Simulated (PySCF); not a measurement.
**From computed data to an observable: refractive index and permittivity of the vapour**

ReO3, SMILES [O]=[Re](=[O])=[O] (connectivity only; charge and spin as stated), neutral, multiplicity 2.

Geometry: B3LYP-D3(BJ)/def2-TZVP. The spin state was assumed, not searched. The isomer is the one that the SMILES or the coordinates give; other isomers of the formula were not compared. The def2 effective core potentials stand for the cores of Re; spin–orbit coupling is left out.

PySCF with CAM-B3LYP/def2-TZVPD gives a mean static polarisability of 45.1 bohr³ and a dipole moment of 2.09 D. Take an ideal gas at 298.15 K and 0.01 bar, whether or not the substance is that volatile.

### Question
Work out n − 1 in the optical limit and the static ε − 1.

### Answer

Polarisability volume α' = 45.1 × 0.148185 = 6.68 Å³. Number density N = p/kT = 2.43e-7 Å⁻³.
Dilute limit of Lorentz–Lorenz: n − 1 = 2π N α' = 1.0e-5.
Orientation term of Debye: μ²/(3kT) = 8.098 Å³ × μ²(D²) = 35.37 Å³.
ε − 1 = 4π N (α' + μ²/3kT) = 0.00013. Orientation of the dipole supplies 84 % of the static response; it can't follow optical fields. Vibrational polarisation and dispersion are left out.
